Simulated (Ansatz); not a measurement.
## Calibrating B3LYP-D4/def2-TZVPP on molecular compounds of S

The atomisation energy (no zero-point term) in kJ/mol of 6 molecular compounds of S: x at B3LYP-D4/def2-TZVPP, y at CCSD(T)/CBS estimate. Shapes, held fixed at every level: PBE0-D4/def2-TZVP. Flexible molecules stand in one conformer, not always the lowest. Programs: Ansatz 0.2.0.

| molecule | x (kJ/mol) | y (kJ/mol) |
| --- | --- | --- |
| CH6S2Si (SMILES CSS[SiH3]) | 3182 | 3191 |
| C2H6SSi (SMILES C=CS[SiH3]) | 3543 | 3542 |
| Si2SF6 (SMILES F[Si](F)(F)S[Si](F)(F)F) | 4099 | ? |
| C2H3F3SSi (SMILES C=CS[Si](F)(F)F) | 4277 | 4321 |
| C5H12S (ethyl isopropyl sulfide) | 6920 | 6919 |
| C5H12S (tert-butyl methyl sulfide) | 6926 | 6929 |

Fit y = c + s·x to the known rows and predict y for Si2SF6.


1. Means of the 5 rows: x = 4969.60, y = 4980.4.
2. Σ(Δx)² = 13341957, Σ(Δx·Δy) = 13300740, so the slope is 13300740/13341957 = 0.99691.
3. Intercept: 4980.4 − (0.99691) × 4969.60 = 26.2. The largest residual of the fit is 31.
4. Si2SF6: 26.2 + 0.99691 × 4099 = 4113 kJ/mol.

CCSD(T)/CBS estimate gives 4201 kJ/mol, so the prediction is off by -88 kJ/mol, more than the largest residual. Uncorrected, B3LYP-D4/def2-TZVPP misses Si2SF6 by -102 kJ/mol, and the other rows by 12 on average. The line removes about 15 % of this miss. Left out in turn, the other rows are missed by 19 kJ/mol on average, so the withheld one doesn't follow the line. The CBS estimate extrapolates MP2 from def2-TZVPP and def2-QZVPP and adds CCSD(T) − MP2 in the triple-zeta set, cores frozen.
